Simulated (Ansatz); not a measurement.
Ideal-gas functions of Cl2HfI2 (`[Cl][Hf]([Cl])([I])[I]`) at 400 K and 1 bar, from an Ansatz frequency run at PBE0-D4/def2-TZVP.

Molar mass 503.2 g/mol, point group C2v (symmetry number 2), electronic degeneracy 1, moments of inertia 809.193, 1473.175, 1778.471 u Å². Harmonic wavenumbers (cm⁻¹, unscaled): 50, 71, 76, 84, 97, 194, 221, 390, 394.

Use S(trans) = R[1.5 ln M + 2.5 ln T − 1.1517]; rotational temperatures θ = 24.2544 K / I; S(rot) = R[ln(√π/σ · √(T³/θAθBθC)) + 1.5]; for each mode x = 1.438777 ν̃/T, S = R[x/(eˣ − 1) − ln(1 − e⁻ˣ)] and H = RT x/(eˣ − 1); 1 cm⁻¹ = 0.0119627 kJ/mol; R = 8.31446 J/(mol·K).

By hand: the entropy, in J/(mol·K).

Translation 192.5. Rotation: θ = 0.03, 0.0165, 0.0136 K, giving 135.7. Vibration, mode by mode: 22.59, 19.69, 19.12, 18.30, 17.11, 11.47, 10.44, 6.15, 6.08, in all 130.9. Electronic 0.0. Sum 459.1 J/(mol·K).

By hand: H − E and G − E in kJ/mol, counted from the electronic energy.

Zero-point energy ½ × 1577 × 0.0119627 = 9.4; thermal vibration 22.0; translation, rotation and pV give 4 RT = 13.3. H − E = 44.7 kJ/mol, and G − E = 44.7 − 400 × 459.1/1000 = -138.9 kJ/mol.

Vibration gives 29 % of the entropy, 96.8 J/(mol·K) of it from the modes under 150 cm⁻¹: soft modes count most, and the harmonic formula is weakest for them.
